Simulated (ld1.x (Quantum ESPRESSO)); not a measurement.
## Transferability test, TM potential for Li

```
Element                 : Li
Generator               : ld1.x (Quantum ESPRESSO) 7.5
Type                    : norm-conserving Troullier–Martins (Kleinman–Bylander form)
Functional              : LDA (PZ)
Relativity              : scalar-relativistic
Frozen core             : none
Valence charge          : 3
Reference configuration : 1s2 2s0 2p1
Partial waves           : 1s (bound): rc 0.55 bohr; 2p (bound): rc 4.20 bohr; 3d channel at 0.35 Ry: rc 3.60 bohr
Local potential         : the d channel
Core correction         : none
```

Energies are relative to the spin-unpolarised reference configuration 1s2 2s0 2p1; without spin polarisation the order of configurations can differ from experiment. Spin-polarised rows fill each open shell by Hund’s rule, majority spin first.

```tsv
valence configuration	charge	ΔE all-electron (eV)	error AE − PS (meV)
1s2 2s0 2p0	+1	3.486	+15
1s2 2s0.5 2p0	+0.5	0.291	-98
1s1 2s1 2p0	+1	65.624	-927
1s2 2s0 2p1 (spin-polarised)	0	-0.170	+3.4
1s2 2s1 2p0 (spin-polarised)	0	-1.987	-161
```

Question: What are ΔE and the potential's error for 1s2 2s1 2p0?

Answer: ΔE = -1.754 eV all-electron; the error (AE − PS) is -154 meV.
